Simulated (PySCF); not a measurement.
C5H11Si (SMILES C=[C][Si](C)(C)C), doublet (typed; the unrestricted solution is spin-contaminated), at a GFN2-xTB geometry.

The PySCF input:
```python
from pyscf import gto, scf, mp

mol = gto.Mole()
mol.atom = '''
    C     2.067862    1.748130   -0.404008
    C     0.947449    1.177713   -0.104242
    Si   -0.262677   -0.199730    0.056410
    C    -0.709190   -0.374882    1.901502
    C    -1.805255    0.255560   -0.967228
    C     0.428098   -1.874569   -0.576410
    H     2.243922    2.807397   -0.246571
    H     2.921978    1.225724   -0.834104
    H    -1.431973   -1.170022    2.059887
    H    -1.139332    0.542405    2.290746
    H     0.167906   -0.604750    2.498487
    H    -2.250439    1.181367   -0.617001
    H    -1.556434    0.387550   -2.015661
    H    -2.564458   -0.518659   -0.904698
    H     1.314836   -2.164766   -0.021324
    H    -0.303747   -2.670517   -0.472012
    H     0.701431   -1.811223   -1.625169
'''
mol.basis = '6-31g*'
mol.charge = 0
mol.spin = 1
mol.verbose = 4
mol.build()

mf = scf.UHF(mol)
mf.kernel()

pt = mp.MP2(mf, frozen=10)
pt.kernel()
print('E(MP2) = %.10f' % pt.e_tot)
```

Task: What SCF-reference Mulliken (on the basis functions themselves) charges in atom order does MP2/6-31G* (PySCF) give?

Result: C1 -0.42, C2 -0.19, Si3 1.07, C4 -0.81, C5 -0.81, C6 -0.81, H7 0.18, H8 0.18, H9 0.17, H10 0.18, H11 0.18, H12 0.18, H13 0.18, H14 0.17, H15 0.18, H16 0.18, H17 0.18

Task: Estimate the SCF-reference HOMO energy that MP2/6-31G* returns for this input.

Result: -9.41 eV

Task: Predict the SCF-reference <S^2> from MP2/6-31G*.

Result: 0.931

Task: What SCF-reference dipole moment does MP2/6-31G* give?

Result: 0.36 D

Task: Estimate the MP2 correlation energy that MP2/6-31G* returns for this input.

Result: -0.6827 Eh

These values belong to the state on which the SCF converged, which isn't shown to be the lowest.
